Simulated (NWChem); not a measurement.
System meant: InSiH5O; SMILES [SiH3][O][InH2]

The following NWChem deck was run.

```
start job
memory heap 200 mb stack 900 mb global 1100 mb
geometry units angstroms noautoz
  In    -0.015400    -1.025776    -0.092146
  H     -1.261374    -2.077155     0.429919
  H      1.521089    -1.195016    -0.839887
  O     -0.506834     0.886958     0.278587
  Si     0.087929     2.409068     0.102533
  H      0.228386     3.085685     1.431646
  H     -0.822573     3.244396    -0.744365
  H      1.442196     2.415510    -0.551067
end
basis spherical
  * library def2-svp
end
ecp
  In library def2-ecp
end
dft
  odft
  mult 2
  xc b3lyp
  iterations 150
  mulliken
end
task dft energy
```

End of the output:

```
 Summary of "ao basis" -> "" (spherical)
 ------------------------------------------------------------------------------
       Tag                 Description            Shells   Functions and Types
 ---------------- ------------------------------  ------  ---------------------
 *                          def2-svp                  on all atoms

                                 NWChem DFT Module
                                 -----------------

 Summary of "ao basis" -> "ao basis" (spherical)
 ------------------------------------------------------------------------------
       Tag                 Description            Shells   Functions and Types
 ---------------- ------------------------------  ------  ---------------------
 In                         def2-svp                10       26   4s4p2d
 H                          def2-svp                 3        5   2s1p
 O                          def2-svp                 6       14   3s2p1d
 Si                         def2-svp                 8       18   4s3p1d

 Summary of "ao basis" -> "ao basis" (spherical)
 ------------------------------------------------------------------------------
       Tag                 Description            Shells   Functions and Types
 ---------------- ------------------------------  ------  ---------------------
 In                         def2-svp                10       26   4s4p2d
 H                          def2-svp                 3        5   2s1p
 O                          def2-svp                 6       14   3s2p1d
 Si                         def2-svp                 8       18   4s3p1d

  number of electrons :                   48
  multiplicity        :                    2
 ------------------------------------------------------------------------
  no. of electrons and multiplicity not compatible                  48
 ------------------------------------------------------------------------
 ------------------------------------------------------------------------
  current input line :
    26: task dft energy
 ------------------------------------------------------------------------
 ------------------------------------------------------------------------
 There is an error in the input file
 ------------------------------------------------------------------------
 For more information see the NWChem manual at https://nwchemgit.github.io

0: no. of electrons and multiplicity not compatible:Received an Error in Communication
```

What is wrong, and how is it mended?

The input was rejected before any calculation. Cause: the multiplicity doesn't fit the number of electrons (an even count wants an odd multiplicity, and the reverse). This input runs:
```
start job
memory heap 200 mb stack 900 mb global 1100 mb
geometry units angstroms noautoz
  In    -0.015400    -1.025776    -0.092146
  H     -1.261374    -2.077155     0.429919
  H      1.521089    -1.195016    -0.839887
  O     -0.506834     0.886958     0.278587
  Si     0.087929     2.409068     0.102533
  H      0.228386     3.085685     1.431646
  H     -0.822573     3.244396    -0.744365
  H      1.442196     2.415510    -0.551067
end
basis spherical
  In library def2-svp
  H library def2-svp
  O library def2-svp
  Si library def2-svp
end
ecp
  In library def2-ecp
end
dft
  xc b3lyp
  iterations 150
  mulliken
end
task dft energy
```
It converges to -557.80954 Ha (B3LYP/def2-SVP with def2 effective core potentials on In).
